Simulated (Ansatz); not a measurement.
Total energies of C4H10Cl2FGeN (`CC(C)(C)[NH][Ge]([F])([Cl])[Cl]`).

```csv
atom,x (Å),y (Å),z (Å)
C1,-1.181,-0.450,-1.118
C2,0.018,0.245,-0.476
C3,0.292,1.570,-1.177
C4,1.246,-0.649,-0.564
N5,-0.249,0.553,0.937
Ge6,-0.146,-0.619,2.287
F7,-0.691,-2.205,1.866
Cl8,1.820,-0.939,3.018
Cl9,-1.382,0.083,3.863
H10,-1.389,-1.400,-0.621
H11,-2.074,0.177,-1.046
H12,-0.996,-0.649,-2.177
H13,-0.572,2.237,-1.100
H14,1.152,2.071,-0.728
H15,0.493,1.409,-2.238
H16,1.489,-0.846,-1.610
H17,2.109,-0.176,-0.091
H18,1.072,-1.618,-0.086
H19,-1.012,1.205,1.062
```

Total charge 0; spin multiplicity 1. Correlated methods include outer-core shells of Ge, which these sets cover unevenly. Scalar relativity is left out up to krypton. Geometry: relaxed with PBE0-D4/def2-TZVP. It is one conformer, not always the lowest. Basis def2-TZVPP, Ansatz.

RPA on PBE orbitals: Hartree–Fock energy of these orbitals -3305.74402 Eh, correlation -2.85629 Eh (frozen core).

```
functional  energy without D4 (Eh)  D4 term (kJ/mol)
     BHLYP             -3310.56688             -73.2
  PBE-QIDH             -3309.32097                 –
```

(1) Give the same for LDA (SPW92), PBE, revPBE, BLYP, r2SCAN, B97M-V, PBE0, B3LYP, r2SCANh, r2SCAN0, HSE06 (plane-wave form), CAM-B3LYP, LC-ωPBE, ωB97X-V, ωB97M-V, B2PLYP. (Estimate.)

B3LYP takes the VWN-RPA correlation (the form of Gaussian; ORCA's B3LYP/G). HSE06 is the plane-wave form, built on full-range PBE exchange. The double hybrids freeze the cores in their second-order part.

Answers

(1) Ansatz gave: 
```json
{"functional": "LDA (SPW92)", "energy without D4 (Eh)": "-3302.06316", "D4 term (kJ/mol)": "–"}
{"functional": "PBE", "energy without D4 (Eh)": "-3309.67935", "D4 term (kJ/mol)": "-59.5"}
{"functional": "revPBE", "energy without D4 (Eh)": "-3310.31072", "D4 term (kJ/mol)": "-169.7"}
{"functional": "BLYP", "energy without D4 (Eh)": "-3310.67370", "D4 term (kJ/mol)": "-127.2"}
{"functional": "r2SCAN", "energy without D4 (Eh)": "-3310.52550", "D4 term (kJ/mol)": "-16.1"}
{"functional": "B97M-V", "energy without D4 (Eh)": "-3310.10066", "D4 term (kJ/mol)": "–"}
{"functional": "PBE0", "energy without D4 (Eh)": "-3309.84220", "D4 term (kJ/mol)": "-51.3"}
{"functional": "B3LYP", "energy without D4 (Eh)": "-3310.83285", "D4 term (kJ/mol)": "-94.9"}
{"functional": "r2SCANh", "energy without D4 (Eh)": "-3310.50150", "D4 term (kJ/mol)": "-17.1"}
{"functional": "r2SCAN0", "energy without D4 (Eh)": "-3310.46804", "D4 term (kJ/mol)": "-18.8"}
{"functional": "HSE06 (plane-wave form)", "energy without D4 (Eh)": "-3309.81089", "D4 term (kJ/mol)": "-48.0"}
{"functional": "CAM-B3LYP", "energy without D4 (Eh)": "-3310.76823", "D4 term (kJ/mol)": "-52.5"}
{"functional": "LC-ωPBE", "energy without D4 (Eh)": "-3310.05454", "D4 term (kJ/mol)": "–"}
{"functional": "ωB97X-V", "energy without D4 (Eh)": "-3310.34766", "D4 term (kJ/mol)": "–"}
{"functional": "ωB97M-V", "energy without D4 (Eh)": "-3310.47496", "D4 term (kJ/mol)": "–"}
{"functional": "B2PLYP", "energy without D4 (Eh)": "-3309.88724", "D4 term (kJ/mol)": "–"}
```

LC-ωPBE has ω = 0.4 bohr⁻¹.
